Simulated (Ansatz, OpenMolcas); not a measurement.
## A ladder of methods for C2H4ClSi (SMILES C=C[SiH]Cl)

The species is C2H4ClSi (8 atoms), meant as a doublet with charge 0. As SMILES, `C=C[SiH]Cl`. The coordinates come from a PBE0-D4/def2-TZVP relaxation.

| atom | x (Å) | y (Å) | z (Å) |
| --- | --- | --- | --- |
| C | 0.6470 | 1.0270 | -0.6597 |
| C | 0.6285 | -0.0667 | 0.1054 |
| Si | -0.9036 | -0.6426 | 0.9471 |
| Cl | -1.0316 | -2.6979 | 0.9413 |
| H | -0.2569 | 1.5882 | -0.8806 |
| H | 1.5639 | 1.4049 | -1.1025 |
| H | 1.5613 | -0.5910 | 0.3016 |
| H | -2.1163 | -0.0791 | 0.2915 |

Quantity: the vertical energy of the quartet above the doublet, in eV. The values are calculated.

```json
{"level": "UHF/def2-SVP", "kind": "Hartree–Fock", "program": "Ansatz", "value (eV)": "3.54", "less CCSD(T)/def2-SVP": "-1.15", "CPU time (all runs)": "16 s"}
{"level": "UBLYP/def2-SVP", "kind": "GGA", "program": "Ansatz", "value (eV)": "4.71", "less CCSD(T)/def2-SVP": "+0.02", "CPU time (all runs)": "20 s"}
{"level": "UTPSS/def2-SVP", "kind": "meta-GGA", "program": "OpenMolcas", "value (eV)": "4.51", "less CCSD(T)/def2-SVP": "-0.18", "CPU time (all runs)": "2.2 min"}
{"level": "UBHLYP/def2-SVP", "kind": "global hybrid", "program": "OpenMolcas", "value (eV)": "4.36", "less CCSD(T)/def2-SVP": "-0.33", "CPU time (all runs)": "85 s"}
{"level": "UM06-2X/def2-SVP", "kind": "hybrid meta-GGA", "program": "OpenMolcas", "value (eV)": "4.68", "less CCSD(T)/def2-SVP": "-0.01", "CPU time (all runs)": "1.9 min"}
{"level": "UPBE0/def2-SVP", "kind": "global hybrid", "program": "Ansatz", "value (eV)": "4.44", "less CCSD(T)/def2-SVP": "-0.25", "CPU time (all runs)": "29 s"}
{"level": "U-wB97M-V/def2-SVP", "kind": "range-separated hybrid", "program": "Ansatz", "value (eV)": "4.73", "less CCSD(T)/def2-SVP": "+0.04", "CPU time (all runs)": "2.1 min"}
{"level": "UCCSD(T)/def2-SVP", "kind": "coupled cluster or CI", "program": "Ansatz", "value (eV)": "4.69", "less CCSD(T)/def2-SVP": "0.00", "CPU time (all runs)": "93 s"}
```

Differences are taken from UCCSD(T)/def2-SVP for orientation; it has basis-set and higher-order errors of its own. The values span 3.54 to 4.73 eV. Spin contamination of the reference (⟨S²⟩ at least 0.1 too high) touches UHF/def2-SVP, UCCSD(T)/def2-SVP (up to 0.13 too high). CPU times are rough (shared hosts, several kinds of processor and program).
